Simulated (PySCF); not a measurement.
## Electron correlation in Kr²⁸⁺ (krypton, charge +28)

[He] 2s2 2p4, high-spin 3P determinant. All numbers are calculated (PySCF 2.14, no relativity, point nucleus, in an uncontracted even-tempered set (18 s from 7.6 bohr⁻², ratio 2.2; 11 p from 9.8 bohr⁻², ratio 2.2; 6 d from 46 bohr⁻², ratio 2.4; 5 f from 68 bohr⁻², ratio 2.4; 5 g from 100 bohr⁻², ratio 2.4)). Frozen: nothing; 8 electrons correlated; the 14 highest virtual orbitals of each spin left out.

MP2 pair energies summed by pair of shells (mhartree):

```json
{"pair": "2s-2p", "energy": "-90.06", "share (%)": "33.7"}
{"pair": "2p-2p", "energy": "-85.06", "share (%)": "31.9"}
{"pair": "1s-1s", "energy": "-37.39", "share (%)": "14.0"}
{"pair": "1s-2p", "energy": "-31.81", "share (%)": "11.9"}
{"pair": "2s-2s", "energy": "-13.03", "share (%)": "4.9"}
{"pair": "1s-2s", "energy": "-9.56", "share (%)": "3.6"}
```

Total MP2 correlation energy: -266.91 mhartree.

At this charge a non-relativistic calculation is a model, useful for the Z dependence of the correlation energy.

Spin-orbit coupling is strong in this species, so the high-spin LS determinant is a model state.
